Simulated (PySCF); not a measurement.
# TDDFT excited states: Cl3NbO

Compound: NbOCl3 (singlet state).
SMILES: `[O]=[Nb]([Cl])([Cl])[Cl]`

The calculation used TDDFT wB97X-D/def2-SVPD, vertical, gas phase, core orbitals frozen in the response, def2 core potentials past Kr (PySCF). Isolated species at its PBE0-D3(BJ)/def2-SVP geometry, gas phase. Spin–orbit coupling is left out.

```csv
state,E (eV),E (hartree),f,symmetry,"main configurations (H = HOMO, L = LUMO)"
S1,4.96,0.1823,0.0000,–,"H-2/H-1→L (≥50%), H-2/H-1→L+1 (≥40%)"
S2,5.06,0.1860,0.0010,–,"H-2/H-1→L (≥39%), H-2/H-1→L+1 (≥32%), H-3→L+1 (10%)"
S3,5.06,0.1860,0.0010,–,"H-2/H-1→L+1 (≥37%), H-2/H-1→L (≥29%), H-3→L (12%)"
S4,5.25,0.1931,0.0027,A1,"H-2/H-1→L+1 (≥48%), H-2/H-1→L (≥42%)"
S5,5.37,0.1973,0.012,E,"H→L (52%), H-3→L+1 (41%)"
S6,5.37,0.1973,0.0084,E,"H-3→L (47%), H→L+1 (47%)"
S7,5.53,0.2031,0.034,E,"H→L+1 (32%), H-3→L (31%), H-4→L (8%)"
S8,5.53,0.2031,0.031,E,"H-3→L+1 (38%), H→L (32%)"
S9,5.85,0.2151,0.0001,–,"H-4→L (47%), H-5→L+1 (44%)"
S10,5.87,0.2158,0.0024,A1,"H-4→L+1 (47%), H-5→L (47%)"
```

Triplets (Tamm–Dancoff): T1 4.84 eV, H-2/H-1→L (≥66%), H→L (12%); T2 4.84 eV, H→L (41%), H-2/H-1→L (≥24%), H-2/H-1→L+1 (≥13%); T3 4.86 eV, H-2/H-1→L+1 (≥68%), H→L+1 (23%); T4 4.95 eV, H→L (38%), H-2/H-1→L (≥28%), H-2/H-1→L+1 (≥10%).

The lowest singlet lies at 4.96 eV (250 nm, ultraviolet) and is dark (f under 0.0005); its leading configuration is HOMO-2/HOMO-1→LUMO (≥50%). The strongest level in the table is S7/S8 at 5.53 eV (224 nm, f = 0.065 summed). S2/S3, S5/S6 and S7/S8 lie within about 0.01 eV of each other in each set; the point group C3v has degenerate representations, and within a degenerate level the listed configurations can mix freely. For S1 the Löwdin share of niobium is at most 3% in HOMO-2 and 66% in LUMO (ligand-to-metal charge transfer by this measure). Weighted by f, the mean energy of these states is 5.48 eV. Of the 10 states listed, 3 reach f = 0.01 and 2 stay under 0.0005. The listed states span 0.91 eV, and the widest gap between neighbours is 0.32 eV (S8 to S9). Symmetry labels in C3v follow from the direction of the transition dipole and are given only for states with f of 0.002 or more. Orbitals of the list HOMO-3 to LUMO+2 that lie within 0.01 eV of each other are written together with a slash and their weights summed (≥ marks a lower bound); for degenerate orbitals outside that list single weights are arbitrary. The window holds the lowest 10 singlets.

Hardware: Arm Neoverse V2, one thread, no GPU, shared host. Cost: 16 s wall.
